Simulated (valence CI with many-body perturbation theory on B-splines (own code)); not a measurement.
## E1 transitions of Tb⁵⁹⁺

Calculated by valence CI with perturbative core correlation (CI+MBPT): four valence electrons over a frozen Dirac-Fock core [He], radial functions for each j: 11 s, 11 p, 9 d, 7 f, 5 g, 2 h, 1 i, with the one-electron correlation potential Σ1 (screened to all orders), the two-electron term Σ2, the three-electron term Σ3, Breit, model QED; selected single and double excitations, second order for the rest (own B-spline code, finite nucleus).

The last digits are not significant, and no measured levels were compared; by estimate large intervals hold to a few tenths of a per cent, small ones and those within an open d or f shell to about a per cent. Among the levels kept, up to 270 cm⁻¹ of a level comes from second order outside the variational space, and about a tenth of that is noise between levels of different J, which matters for small intervals.

Lines 151 to 200 of 250 in falling wavelength, among levels below 74139 × 10³ cm⁻¹, chosen from the strongest by gf and those to the six lowest levels. Wavelengths and rates use the calculated energies. Electric multipoles are in the length gauge, E1 and E2 with the static RPA response of the core. Weak lines are less certain than strong ones. Lines between different terms over intervals too small for the method are left out, as are lines whose strength nearly cancels. The highest levels of a list are the least certain.

Levels are named by their leading jj configuration (3d3/2^4 stands for four electrons in 3d with j = 3/2), which in mixed levels can hold well under half, so a name can repeat and another be missing. Letters in brackets count levels of one name in rising energy.

```tsv
λ vac (Å)	Upper	Lower	A (s⁻¹)	S (a.u.) with core polarisation	S without
1.677	(2s^2 2p3/2 3d5/2) J=1	(2s^2 2p3/2^2) J=2	6.15e+13	4.29e-04	4.30e-04
1.676	(2s 2p1/2 2p3/2 3p3/2) J=2 [a]	(2s^2 2p3/2^2) J=2	1.69e+12	1.97e-05	1.97e-05
1.673	(2s 2p1/2 2p3/2 3p3/2) J=2 [b]	(2s^2 2p3/2^2) J=2	6.84e+12	7.90e-05	7.90e-05
1.666	(2s 2p1/2 2p3/2 3p3/2) J=2 [c]	(2s^2 2p3/2^2) J=2	1.30e+12	1.49e-05	1.49e-05
1.666	(2s 2p1/2 2p3/2 3p3/2) J=3 [b]	(2s^2 2p3/2^2) J=2	1.09e+13	1.74e-04	1.74e-04
1.661	(2s 2p1/2^2 3p3/2) J=2	(2s^2 2p1/2 2p3/2) J=1	1.50e+13	1.69e-04	1.69e-04
1.655	(2s 2p1/2 2p3/2 3p3/2) J=3 [c]	(2s^2 2p3/2^2) J=2	7.46e+12	1.17e-04	1.17e-04
1.652	(2s 2p1/2 2p3/2 3p3/2) J=2 [e]	(2s^2 2p3/2^2) J=2	2.04e+12	2.26e-05	2.27e-05
1.627	(2s 2p1/2 2p3/2 3s) J=2 [b]	(2s 2p1/2^2 2p3/2) J=1	4.61e+12	4.90e-05	4.89e-05
1.623	(2s 2p1/2 2p3/2 3s) J=2 [a]	(2s 2p1/2^2 2p3/2) J=2	2.18e+13	2.29e-04	2.29e-04
1.618	(2s 2p1/2 2p3/2 3s) J=1 [a]	(2s 2p1/2^2 2p3/2) J=2	2.32e+13	1.46e-04	1.45e-04
1.617	(2s 2p1/2 2p3/2 3s) J=0	(2s 2p1/2^2 2p3/2) J=1	3.12e+13	6.51e-05	6.49e-05
1.617	(2s 2p1/2 2p3/2 3s) J=1 [b]	(2s 2p1/2^2 2p3/2) J=1	2.93e+13	1.83e-04	1.83e-04
1.616	(2s 2p1/2 2p3/2 3s) J=3	(2s 2p1/2^2 2p3/2) J=2	2.98e+13	4.34e-04	4.33e-04
1.615	(2s 2p1/2 2p3/2 3s) J=2 [c]	(2s 2p1/2^2 2p3/2) J=1	2.02e+13	2.10e-04	2.09e-04
1.611	(2s^2 2p1/2 3s) J=1	(2s^2 2p1/2^2) J=0	3.20e+13	1.98e-04	1.98e-04
1.611	(2s 2p1/2 2p3/2 3s) J=2 [b]	(2s 2p1/2^2 2p3/2) J=2	1.13e+13	1.17e-04	1.17e-04
1.608	(2s^2 2p3/2 3s) J=2	(2s^2 2p1/2 2p3/2) J=2	1.96e+13	2.02e-04	2.01e-04
1.606	(2s^2 2p3/2 3s) J=1	(2s^2 2p1/2 2p3/2) J=2	3.03e+13	1.86e-04	1.86e-04
1.606	(2s^2 2p3/2 3p3/2) J=1	(2s 2p1/2^2 2p3/2) J=1	8.20e+12	5.03e-05	5.02e-05
1.604	(2s^2 2p3/2 3s) J=2	(2s^2 2p1/2 2p3/2) J=1	1.38e+13	1.41e-04	1.40e-04
1.603	(2s^2 2p3/2 3s) J=1	(2s^2 2p1/2 2p3/2) J=1	7.83e+12	4.77e-05	4.76e-05
1.601	(2s^2 2p3/2 3p3/2) J=2	(2s 2p1/2^2 2p3/2) J=1	4.06e+12	4.11e-05	4.10e-05
1.591	(2s^2 2p3/2 3p3/2) J=3	(2s 2p1/2^2 2p3/2) J=2	4.42e+12	6.15e-05	6.14e-05
1.586	(2s^2 2p3/2 3p3/2) J=2	(2s 2p1/2^2 2p3/2) J=2	2.43e+12	2.39e-05	2.39e-05
1.561	(2s 2p1/2 2p3/2 3p1/2) J=1 [a]	(2s^2 2p1/2 2p3/2) J=2	2.32e+13	1.31e-04	1.31e-04
1.557	(2s 2p1/2 2p3/2 3p1/2) J=1 [a]	(2s^2 2p1/2 2p3/2) J=1	7.65e+13	4.28e-04	4.28e-04
1.555	(2s 2p1/2 2p3/2 3p1/2) J=2 [a]	(2s^2 2p1/2 2p3/2) J=1	1.96e+14	1.82e-03	1.82e-03
1.555	(2p1/2^2 2p3/2 3p1/2) J=1	(2s 2p1/2^2 2p3/2) J=1	1.03e+14	5.74e-04	5.74e-04
1.554	(2p1/2^2 2p3/2 3p1/2) J=2	(2s 2p1/2^2 2p3/2) J=1	2.65e+14	2.45e-03	2.45e-03
1.553	(2s 2p1/2 2p3/2 3p1/2) J=3	(2s^2 2p1/2 2p3/2) J=2	2.97e+14	3.84e-03	3.84e-03
1.551	(2s 2p1/2^2 3p1/2) J=1	(2s^2 2p1/2^2) J=0	3.56e+14	1.97e-03	1.97e-03
1.549	(2s 2p1/2 2p3/2 3d3/2) J=2 [b]	(2s 2p1/2^2 2p3/2) J=1	5.96e+13	5.46e-04	5.46e-04
1.547	(2s 2p1/2 2p3/2 3d3/2) J=1 [b]	(2s 2p1/2^2 2p3/2) J=1	1.37e+13	7.53e-05	7.53e-05
1.547	(2s 2p1/2 2p3/2 3p1/2) J=2 [b]	(2s^2 2p1/2 2p3/2) J=2	1.54e+14	1.41e-03	1.41e-03
1.546	(2s 2p1/2 2p3/2 3d3/2) J=2 [a]	(2s 2p1/2^2 2p3/2) J=2	2.41e+14	2.20e-03	2.20e-03
1.546	(2s 2p1/2 2p3/2 3d5/2) J=2 [a]	(2s 2p1/2^2 2p3/2) J=1	2.51e+12	2.29e-05	2.29e-05
1.545	(2s 2p1/2 2p3/2 3d3/2) J=1 [a]	(2s 2p1/2^2 2p3/2) J=2	1.11e+14	6.04e-04	6.05e-04
1.544	(2s 2p1/2 2p3/2 3d3/2) J=3 [a]	(2s 2p1/2^2 2p3/2) J=2	2.39e+14	3.04e-03	3.05e-03
1.544	(2s 2p1/2 2p3/2 3p1/2) J=2 [b]	(2s^2 2p1/2 2p3/2) J=1	1.69e+13	1.53e-04	1.53e-04
1.543	(2s 2p1/2 2p3/2 3d5/2) J=1 [a]	(2s 2p1/2^2 2p3/2) J=1	1.23e+14	6.69e-04	6.70e-04
1.542	(2s 2p1/2 2p3/2 3p1/2) J=1 [b]	(2s^2 2p1/2 2p3/2) J=2	8.64e+13	4.69e-04	4.68e-04
1.541	(2s 2p1/2 2p3/2 3p1/2) J=2 [c]	(2s^2 2p1/2 2p3/2) J=2	1.58e+14	1.42e-03	1.42e-03
1.540	(2p1/2^2 2p3/2 3p1/2) J=1	(2s 2p1/2^2 2p3/2) J=2	8.03e+14	4.34e-03	4.34e-03
1.540	(2p1/2^2 2p3/2 3p1/2) J=2	(2s 2p1/2^2 2p3/2) J=2	5.64e+14	5.09e-03	5.09e-03
1.539	(2s 2p1/2 2p3/2 3d3/2) J=1 [c]	(2s 2p1/2^2 2p3/2) J=1	2.53e+13	1.37e-04	1.37e-04
1.539	(2s 2p1/2 2p3/2 3p1/2) J=0	(2s^2 2p1/2 2p3/2) J=1	3.22e+14	5.78e-04	5.78e-04
1.538	(2s 2p1/2 2p3/2 3p1/2) J=1 [b]	(2s^2 2p1/2 2p3/2) J=1	2.16e+14	1.17e-03	1.17e-03
1.538	(2s 2p1/2 2p3/2 3p1/2) J=2 [c]	(2s^2 2p1/2 2p3/2) J=1	6.61e+13	5.94e-04	5.93e-04
1.537	(2s 2p1/2 2p3/2 3d3/2) J=1 [d]	(2s 2p1/2^2 2p3/2) J=1	6.71e+14	3.61e-03	3.61e-03
```
